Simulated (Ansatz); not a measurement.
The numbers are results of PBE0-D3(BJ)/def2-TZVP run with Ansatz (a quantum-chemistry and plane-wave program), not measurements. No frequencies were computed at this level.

Ansatz 0.2 input:
```yaml
crystal:
  periodic: [false, false, false]
  atoms:
    - { symbol: Sn, position_ang: [0.000598, -0.000119, 0.001384] }
    - { symbol: H, position_ang: [0.606236, 1.521289, 0.048044] }
    - { symbol: H, position_ang: [1.232885, -1.075653, -0.094771] }
    - { symbol: H, position_ang: [-0.966107, -0.16045, -1.312368] }
    - { symbol: H, position_ang: [-0.873611, -0.285068, 1.357712] }
basis:
  gaussian: { orbitals: def2-tzvp }
hamiltonian:
  xc: pbe0
  dispersion: d3bj
relax:
  max_steps: 150
```

Output:

```
Functional definition: PBE0
637 factors; their error is unknown
mean field evaluation 1: about -5895.2766 eV, gradient 1.0e1 eV
mean field evaluation 2: about -5895.5116 eV, gradient 4.4e0 eV
mean field evaluation 4: about -5895.5389 eV, gradient 3.7e-2 eV
mean field evaluation 8: about -5895.6141 eV, gradient 5.7e-3 eV
mean field -5895.61410656 eV, -216.6598222253 hartree, gradient 3.8e-5 eV, S^2 0.000000; 0 other end points of the search recorded, 0 dependent functions left out
reference -5895.61414206 eV, -216.6598235301 hartree; 13, 13 occupied and 61, 61 virtual orbitals, 637 factors
relax step   1: F+E_penalty+E_count = -5895.66085255 eV  Δ(F+E_penalty+E_count) = +0.000e0 eV  max|allowed force component| = 9.940e-1 eV/Å  Δτ_max = 0.0000 Å  (21 SCF iters, accepted)
these checks for a lower state are left out or cut short: starts, cluster_reference, orbital_swaps, neighbouring_geometries, increment
637 factors; their error is unknown
mean field evaluation 16: about -5895.7362 eV, gradient 1.8e-1 eV
mean field -5895.73625816 eV, -216.6643112140 hartree, gradient 9.1e-6 eV, S^2 0.000000; 0 other end points of the search recorded, 0 dependent functions left out
reference -5895.73629365 eV, -216.6643125181 hartree; 13, 13 occupied and 61, 61 virtual orbitals, 637 factors
relax step   2: F+E_penalty+E_count = -5895.78246054 eV  Δ(F+E_penalty+E_count) = -1.216e-1 eV  max|allowed force component| = 2.524e-1 eV/Å  Δτ_max = 0.0869 Å  (24 SCF iters, accepted)
these checks for a lower state are left out or cut short: starts, cluster_reference, orbital_swaps, neighbouring_geometries, increment
637 factors; their error is unknown
mean field -5895.74698984 eV, -216.6647055957 hartree, gradient 8.0e-6 eV, S^2 0.000000; 0 other end points of the search recorded, 0 dependent functions left out
reference -5895.74702534 eV, -216.6647069003 hartree; 13, 13 occupied and 61, 61 virtual orbitals, 637 factors
relax step   3: F+E_penalty+E_count = -5895.79332529 eV  Δ(F+E_penalty+E_count) = -1.086e-2 eV  max|allowed force component| = 2.168e-2 eV/Å  Δτ_max = 0.0227 Å  (24 SCF iters, accepted)
these checks for a lower state are left out or cut short: starts, cluster_reference, orbital_swaps, neighbouring_geometries, increment
637 factors; their error is unknown
mean field evaluation 32: about -5895.7471 eV, gradient 1.3e-5 eV
mean field -5895.74707494 eV, -216.6647087231 hartree, gradient 1.3e-5 eV, S^2 0.000000; 0 other end points of the search recorded, 0 dependent functions left out
reference -5895.74711044 eV, -216.6647100277 hartree; 13, 13 occupied and 61, 61 virtual orbitals, 637 factors
relax step   4: F+E_penalty+E_count = -5895.79340031 eV  Δ(F+E_penalty+E_count) = -7.502e-5 eV  max|allowed force component| = 1.493e-3 eV/Å  Δτ_max = 0.0023 Å  (18 SCF iters, accepted)
637 factors; their error is unknown
mean field -5895.74707494 eV, -216.6647087231 hartree, gradient 1.3e-5 eV, S^2 0.000000; 1 other end points of the search recorded, 0 dependent functions left out
reference -5895.74711044 eV, -216.6647100277 hartree; 13, 13 occupied and 61, 61 virtual orbitals, 637 factors
Total energy: -5895.79343581 eV, -216.6664124537 hartree
Atom 0 at    -0.000072     0.000063    -0.000261 Å, force     0.000321    -0.000293     0.001187 eV/Å
Atom 1 at     0.629985     1.582135     0.051442 Å, force     0.000275     0.000127    -0.000933 eV/Å
Atom 2 at     1.281016    -1.118857    -0.097138 Å, force     0.000714     0.000066    -0.000915 eV/Å
Atom 3 at    -1.004930    -0.167211    -1.365899 Å, force     0.000183     0.000259     0.000551 eV/Å
Atom 4 at    -0.905998    -0.296131     1.411856 Å, force    -0.001493    -0.000159     0.000111 eV/Å
Dipole moment:    -0.000078     0.000069    -0.000285 e Å
```

Cost: around 4 core-seconds (rough).
